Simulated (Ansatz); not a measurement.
Isolated molecules relaxed with PBE0-D4/def2-TZVP in Ansatz; ΔE leaves out vibrations. CBS: MP2 limit from def2 TZ/QZ plus the TZ coupled-cluster correction, frozen cores. DFT in def2-TZVPP. def2 core potentials past Kr. For Mo, Ta outer-core shells are correlated without core-valence functions, which leaves a few kJ/mol of doubt a bond. One conformer a species, not always the lowest.

`[NH2][Ta](=[O])([OH])[OH]` + `[NH2][Mo](=[O])(=[O])[F]` → `[NH2][Ta]([NH2])(=[O])[OH]` + `[O]=[Mo](=[O])([OH])[F]`  (redistribution)

(1) Is it downhill or uphill in electronic energy at CCSD(T)/CBS, and by how much? (Estimate.)

(2) What do these levels give: LDA (SPW92), BLYP-D4, PBE0-D4, r2SCAN0-D4, B2PLYP, LC-ωPBE? (Estimate.)

Largest T1 diagnostic among the species: 0.025, so the coupled-cluster value is less sure than usual.

## Answers

(1) The calculation gave: Uphill: ΔE = +20.5 kJ/mol.

(2) Ansatz gave: LDA (SPW92) 20.4, BLYP-D4 20.6, PBE0-D4 20.3, r2SCAN0-D4 20.9, B2PLYP 20.2, LC-ωPBE 19.5 kJ/mol.

Leaving LDA and LC-ωPBE aside and taking each functional with its dispersion term where it has one, the values, not all of them listed here, spread over 4.5 kJ/mol, from B97M-V to BHLYP-D4.
